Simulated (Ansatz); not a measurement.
All numbers were calculated with Ansatz.

`C/C(S)=[CH]/[GaH2]` at its PBE0-D4/def2-TZVP geometry, where that method's forces vanish. The species carries charge 0 and has multiplicity 1.

| atom | x (Å) | y (Å) | z (Å) |
| --- | --- | --- | --- |
| C1 | 1.484 | 0.756 | 0.985 |
| C2 | 0.394 | 0.102 | 0.207 |
| S3 | 0.233 | 0.551 | -1.535 |
| C4 | -0.480 | -0.837 | 0.565 |
| Ga5 | -1.682 | -1.157 | -0.983 |
| H6 | 1.338 | 1.839 | 1.035 |
| H7 | 2.460 | 0.584 | 0.523 |
| H8 | 1.503 | 0.364 | 2.003 |
| H9 | -0.376 | 1.745 | -1.391 |
| H10 | -0.432 | -1.238 | 1.576 |
| H11 | -3.011 | -0.322 | -1.061 |
| H12 | -1.431 | -2.387 | -1.926 |

Q: For each bond, give half the difference of the two atoms' forces along it (eV/Å; positive pushes the atoms apart) under PBE-D4, r2SCAN-D4, B3LYP-D4, ωB97M-V in def2-TZVPP. (Best estimate.)

A: The calculation gave: 
| bond | length (Å) | PBE-D4 | r2SCAN-D4 | B3LYP-D4 | ωB97M-V |
| --- | --- | --- | --- | --- | --- |
| C1–C2 | 1.490 | -0.17 | -0.01 | 0.10 | 0.25 |
| C1–H6 | 1.095 | 0.11 | -0.02 | -0.05 | -0.10 |
| C1–H7 | 1.093 | 0.11 | -0.03 | -0.05 | -0.09 |
| C1–H8 | 1.091 | 0.12 | -0.02 | -0.07 | -0.09 |
| C2–S3 | 1.807 | 0.16 | 0.18 | 0.24 | 0.10 |
| C2–C4 | 1.332 | 0.37 | 0.15 | -0.06 | -0.14 |
| S3–H9 | 1.348 | 0.25 | 0.01 | -0.06 | -0.13 |
| C4–Ga5 | 1.986 | -0.05 | -0.03 | 0.21 | 0.12 |
| C4–H10 | 1.089 | 0.04 | -0.04 | -0.14 | -0.08 |
| Ga5–H11 | 1.572 | 0.01 | -0.07 | -0.07 | -0.10 |
| Ga5–H12 | 1.570 | 0.02 | -0.07 | -0.08 | -0.11 |

B3LYP here is the variant with VWN-RPA as its local correlation; programs differ in this.
